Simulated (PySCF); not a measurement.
Molecule: `C=COC(=O)C=C`, C5H6O2.

Molfile (atoms numbered from 1):
```
C5H6O2
     RDKit          3D

 13 12  0  0  0  0  0  0  0  0999 V2000
   -3.0144   -0.3168    0.3368 C   0  0  0  0  0  0  0  0  0  0  0  0
   -1.8402    0.2970    0.2276 C   0  0  0  0  0  0  0  0  0  0  0  0
   -0.6765   -0.4191    0.2758 O   0  0  0  0  0  0  0  0  0  0  0  0
    0.4969    0.2476    0.1416 C   0  0  0  0  0  0  0  0  0  0  0  0
    0.5752    1.4375   -0.0076 O   0  0  0  0  0  0  0  0  0  0  0  0
    1.6306   -0.6987    0.2050 C   0  0  0  0  0  0  0  0  0  0  0  0
    2.8852   -0.2553    0.1034 C   0  0  0  0  0  0  0  0  0  0  0  0
   -3.0802   -1.3991    0.4668 H   0  0  0  0  0  0  0  0  0  0  0  0
   -3.9335    0.2681    0.2955 H   0  0  0  0  0  0  0  0  0  0  0  0
   -1.7031    1.3728    0.0948 H   0  0  0  0  0  0  0  0  0  0  0  0
    1.3866   -1.7555    0.3364 H   0  0  0  0  0  0  0  0  0  0  0  0
    3.0761    0.8140   -0.0272 H   0  0  0  0  0  0  0  0  0  0  0  0
    3.7387   -0.9355    0.1467 H   0  0  0  0  0  0  0  0  0  0  0  0
  1  2  2  0
  2  3  1  0
  3  4  1  0
  4  5  2  0
  4  6  1  0
  6  7  2  0
  1  8  1  0
  1  9  1  0
  2 10  1  0
  6 11  1  0
  7 12  1  0
  7 13  1  0
M  END
```

Spin–spin couplings on one PBE0-D3(BJ)/def2-SVP geometry, PySCF, gas phase, non-relativistic, equivalent pairs averaged (without the spin–dipole term); isotopes ¹H; basis pcJ-1.

Reference values (Hz): ³J(H10,H9) = 6.4 (measured; solution (compiled); Pretsch, Buehlmann, Badertscher, Structure Determination of Organic Compounds, 4th ed., Springer 2009); ³J(H10,H8) = 14.2 (measured; solution (compiled); Pretsch, Buehlmann, Badertscher, Structure Determination of Organic Compounds, 4th ed., Springer 2009); ²J(H8,H9) = -1.6 (measured; solution (compiled); Pretsch, Buehlmann, Badertscher, Structure Determination of Organic Compounds, 4th ed., Springer 2009).

**Question.** How do the couplings (Hz) change with the functional? Times are CPU seconds on 1 thread of an Arm Neoverse V2, shared host.

**Answer.** 
| functional | functions | ³J(H10,H9) | ³J(H10,H8) | ²J(H8,H9) | mean abs. error | core-s |
| --- | --- | --- | --- | --- | --- | --- |
| LDA | 249 | 5.7 | 11.1 | 0.4 | 1.7 | 22 |
| PBE | 249 | 6.7 | 14.5 | -0.3 | 0.6 | 29 |
| KT2 | 249 | 8.1 | 19.4 | -2.3 | 2.6 | 28 |
| B3LYP | 249 | 7.7 | 15.6 | -0.6 | 1.2 | 25 |
| PBE0 | 249 | 7.7 | 15.5 | -2.5 | 1.2 | 38 |
| B97-2 | 249 | 6.8 | 13.8 | -1.3 | 0.4 | 27 |
| BHandHLYP | 249 | 9.8 | 18.1 | -3.8 | 3.1 | 30 |
| CAM-B3LYP | 249 | 8.2 | 15.5 | -1.2 | 1.2 | 38 |

Errors compare magnitudes, without vibrational corrections, and the largest couplings weigh most in the mean. Closest: B97-2; furthest: BHandHLYP. Left out for a near triplet instability: HF/pcJ-1.
